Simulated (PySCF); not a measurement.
# Polarisability and C₆ of Mo²⁺ (molybdenum, charge +2)

[Kr] 4d3 5s1, high-spin 5F determinant (an excited configuration). Computed with PySCF 2.14 in aug-cc-pwCVTZ-PP with ECP28MDF (8s8p7d4f3g, 122 functions), with a scalar-relativistic core potential. Coupled (time-dependent) response in atomic units; α is the mean over directions.

```json
{"method": "TPSS", "mean α (bohr³)": "27.56", "C₆ (like pair)": "171.3", "S(−4)": "481.7"}
```

S(−4) is the Cauchy moment in α(ω) = α(0) + S(−4) ω² + …

Spin-orbit coupling is absent.

α(iu) at TPSS:

| u (hartree) | α(iu) (bohr³) |
| --- | --- |
| 0 | 27.56 |
| 0.0500 | 26.42 |
| 0.100 | 23.61 |
| 0.200 | 17.25 |
| 0.300 | 12.72 |
| 0.500 | 8.011 |
| 0.750 | 5.403 |
| 1.00 | 4.023 |
| 1.50 | 2.540 |
| 2.00 | 1.749 |
| 3.00 | 0.9575 |
| 5.00 | 0.4022 |

For an ion, C₆ is the dispersion term alone; charge-induced terms of lower order in 1/R come first.

Energies and moments cover only the electrons outside the core potential.
